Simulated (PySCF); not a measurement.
An unknown gives this computed stick spectrum. The calculation used TDDFT CAM-B3LYP/def2-SVPD, vertical, gas phase, core orbitals frozen in the response (PySCF). Geometries: PBE0-D3(BJ)/def2-SVP, one conformer each. Relativistic effects are left out although some hold elements past zinc.

```
state  ν̃ (cm⁻¹)       f     main configurations (H = HOMO, L = LUMO)
   S1      57930   0.017                       H→L (78%), H→L+1 (10%)
   S2      59550   0.024                                  H-1→L (80%)
   S3      64430   0.018                   H-2→L (66%), H-1→L+3 (10%)
   S4      65370   0.026    H-1→L+1 (40%), H-1→L+3 (31%), H-2→L (13%)
   S5      65590   0.023                     H→L+3 (43%), H→L+1 (33%)
   S6      67250   0.053        H→L+1 (22%), H→L+3 (20%), H→L+4 (17%)
   S7      67720  0.0031                     H→L+2 (58%), H→L+1 (10%)
   S8      67870   0.024  H-1→L+1 (35%), H-1→L+3 (21%), H-1→L+4 (11%)
   S9      68220  0.0031                   H-3→L (43%), H-1→L+2 (37%)
  S10      68780   0.019    H-3→L (28%), H-1→L+2 (24%), H-1→L+4 (21%)
```

Triplets computed (Tamm–Dancoff): 7.06, 7.25, 7.80, 7.93 eV.

**Question.** Which candidate is it?
A. `c1(C#C)cncs1`
B. `[BH3-][N@@H+](C)C1CC1`
C. `CB(C)CCBr`

**Answer.** B. Its S1, at 7.18 eV, is the highest among the candidates; the nearest of the others has S1 at 6.15 eV. S1 is HOMO→LUMO (78%), HOMO→LUMO+1 (10%). Löwdin shares by element: HOMO hydrogen 43% or more, boron 41% (atoms not listed hold the other 16%); LUMO hydrogen 28% or more, carbon 23% or more (atoms not listed hold the other 49%). At the same level the other candidates give, for their lowest levels:
- `CB(C)CCBr`: 6.15 eV (f 0.000); 6.17 eV (f 0.002); 6.31 eV (f 0.000); 6.60 eV (f 0.000); 7.33 eV (f 0.047); T1 5.54 eV; HOMO -9.05, LUMO 0.57 eV
- `C#Cc1cncs1`: 4.94 eV (f 0.241); 5.10 eV (f 0.000); 5.49 eV (f 0.000); 5.76 eV (f 0.000); 5.78 eV (f 0.032); HOMO -8.26, LUMO -0.58 eV

Conformer computed: `[BH3-:1][N@@H+:2]([CH3:3])[CH:4]1[CH2:5][CH2:6]1`: B1–N2–C4–C5 157°.
